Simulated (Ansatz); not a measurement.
Consider the isomerisation: `C/C=C\C[SiH3]` → `C[SiH2]C1CC1`.

Program: Ansatz. Geometries: PBE0-D4/def2-TZVP. ΔE: electronic, gas phase. CCSD(T)/CBS adds triple-zeta CCSD(T) − MP2 to the extrapolated MP2 energy (def2 sets, frozen cores). DFT in def2-TZVPP. Each species was taken in one conformer, which may not be the lowest.

`C/C=C\C[SiH3]`:

Cartesian coordinates in Å:
```
C -0.093 0.157 -2.094
C -0.202 1.186 -1.022
C -0.482 0.977 0.263
C -0.722 -0.336 0.931
Si 0.864 -0.968 1.729
H 0.913 0.151 -2.525
H -0.302 -0.851 -1.735
H -0.783 0.373 -2.915
H -0.031 2.213 -1.334
H -0.504 1.844 0.920
H -1.079 -1.097 0.233
H -1.482 -0.238 1.713
H 1.406 0.053 2.665
H 0.615 -2.224 2.491
H 1.881 -1.239 0.679
```

`C[SiH2]C1CC1`:

Cartesian coordinates in Å:
```
C -0.497 0.550 2.246
Si 0.529 0.783 0.699
C -0.334 0.142 -0.813
C 0.468 -0.335 -1.997
C -0.252 -1.327 -1.151
H 0.037 0.908 3.129
H -1.437 1.103 2.175
H -0.735 -0.505 2.397
H 1.813 0.030 0.819
H 0.860 2.228 0.537
H -1.279 0.617 -1.062
H 1.549 -0.298 -1.931
H 0.076 -0.127 -2.986
H -1.137 -1.800 -1.558
H 0.338 -1.968 -0.505
```

| level | ΔE (kJ/mol) | difference from CCSD(T)/CBS |
| --- | --- | --- |
| PBE-D4 | -15.0 | -4.2 |
| PBE0-D4 | -22.5 | -11.7 |
| ωB97M-V | -18.3 | -7.5 |
| B2PLYP | -7.9 | 2.9 |
| PBE | -16.1 | -5.3 |
| r2SCAN | -18.8 | -8.0 |
| PBE0 | -23.5 | -12.7 |
| HF/def2-TZVPP | -0.8 | 10.0 |
| CCSD(T)/def2-TZVPP | -10.4 | 0.4 |
| MP2/def2-QZVPP | -22.0 | -11.2 |
| CCSD(T)/CBS | -10.8 | 0 |

Largest T1 diagnostic among the species: 0.010.

In def2-TZVPP, CCSD(T) changes the Hartree–Fock value by −9.6 kJ/mol (the triples alone add +1.3 kJ/mol) and MP2 by −21.0 kJ/mol. From PBE to PBE0 (25 % exact exchange), in def2-TZVPP and without D4, ΔE moves by −7.4 kJ/mol.
